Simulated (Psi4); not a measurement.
Approach curve of the dimer CH3Cl ··· H4Si (SMILES CCl and [SiH4]). Monomers: optimised at B3LYP-D3(BJ) (def2-TZVP), held rigid. Orientation: a higher rigid-body minimum at GFN2-xTB. Only R, the distance of the centres of mass, is varied, so the lowest point isn't the relaxed dimer.

Geometry at R = 4.80 Å (first 5 atoms: monomer A):
```
10

C     -0.1538    -0.0004     0.0011
Cl     1.6405     0.0046    -0.0120
H     -0.4875    -0.4769     0.9179
H     -0.5004    -0.5554    -0.8653
H     -0.4988     1.0282    -0.0416
Si    -2.1751    -2.4514     2.5193
H     -3.0338    -1.7829     1.5157
H     -1.5711    -1.4334     3.4084
H     -1.1023    -3.2025     1.8290
H     -2.9929    -3.3867     3.3241
```

Levels: PBE/def2-TZVP, counterpoise-corrected (Psi4); PBE-D3(BJ)/def2-TZVP, counterpoise-corrected (Psi4); wB97X-D/def2-TZVP, counterpoise-corrected (Psi4).

Interaction energies in kcal/mol; the last columns give the difference from wB97X-D:

| R / Å | PBE/def2-TZVP | PBE-D3(BJ)/def2-TZVP | wB97X-D/def2-TZVP | PBE/def2-TZVP − wB97X-D/def2-TZVP | PBE-D3(BJ)/def2-TZVP − wB97X-D/def2-TZVP |
|---|---|---|---|---|---|
| 4.22 | 1.63 | 0.34 | 1.01 | 0.62 | -0.67 |
| 4.39 | 0.79 | -0.34 | 0.17 | 0.63 | -0.51 |
| 4.60 | 0.26 | -0.70 | -0.30 | 0.55 | -0.40 |
| 4.80 | 0.02 | -0.78 | -0.43 | 0.45 | -0.35 |
| 4.96 | -0.07 | -0.76 | -0.44 | 0.37 | -0.32 |
| 5.23 | -0.12 | -0.65 | -0.38 | 0.26 | -0.26 |
| 5.51 | -0.11 | -0.50 | -0.30 | 0.20 | -0.20 |
| 5.79 | -0.08 | -0.37 | -0.23 | 0.16 | -0.14 |
| 6.28 | -0.03 | -0.20 | -0.13 | 0.10 | -0.07 |
| 6.98 | 0.00 | -0.08 | -0.06 | 0.06 | -0.03 |
| 8.04 | 0.01 | -0.03 | -0.02 | 0.02 | -0.01 |
| 9.34 | 0.00 | -0.01 | -0.01 | 0.01 | 0.00 |

PBE/def2-TZVP is furthest from wB97X-D/def2-TZVP at 4.39 (0.63 kcal/mol, above); its mean absolute difference over the points is 0.29 kcal/mol.

PBE-D3(BJ)/def2-TZVP is furthest from wB97X-D/def2-TZVP at 4.22 (-0.67 kcal/mol, below); its mean absolute difference over the points is 0.25 kcal/mol.
